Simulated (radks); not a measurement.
Task: Excited configurations of the rubidium ion Rb2+: one electron is placed in a higher orbital outside [Ar] 3d10 4s2 4p4. The ground configuration is [Ar] 3d10 4s2 4p5. Calculated with a radial shooting solver on a logarithmic mesh with Libxc functionals: scalar-relativistic Kohn-Sham, PBE, spin-unpolarised, spherical densities, finite nucleus; Fermi nuclear charge, rms radius 4.2036 fm. Excitation = E - E(ground); binding = E(ion) - E, where the ion is the core of charge +3; n* = 3/sqrt(2 binding) in atomic units, and the quantum defect is n - n*.

| outer orbital | excitation (eV) | binding (eV) | n* | quantum defect | eigenvalue (eV) | <r> (bohr) |
|---|---|---|---|---|---|---|
| 4f | 32.064 | 8.100 | 3.888 | 0.112 | -6.322 | 5.438 |
| 5p | 25.724 | 14.440 | 2.912 | 2.088 | -12.032 | 4.105 |
| 6s | 30.518 | 9.645 | 3.563 | 2.437 | -8.272 | 6.551 |
| 6d | 34.270 | 5.894 | 4.558 | 1.442 | -4.992 | 9.732 |
| 6f | 36.304 | 3.860 | 5.632 | 0.368 | -3.265 | 14.26 |
| 7p | 34.936 | 5.228 | 4.840 | 2.160 | -4.517 | 11.76 |

Estimate the row for 5s.

Result: excitation (eV) 21.893; binding (eV) 18.271; n* 2.589; quantum defect 2.411; eigenvalue (eV) -15.307; <r> (bohr) 3.488. The Delta-SCF ionisation energy is 40.164 eV (NIST Atomic Spectra Database: 39.247 eV, semi-empirical). Self-interaction in the functional shifts the binding energies and quantum defects, so they are the method's values and not measured ones. Spin polarisation and multiplet splitting are left out, so open shells lie too high by an amount that depends on their filling.

Beside tabulated values, note that spin-unpolarised runs miss the spin-polarisation part of the exchange energy of open shells.
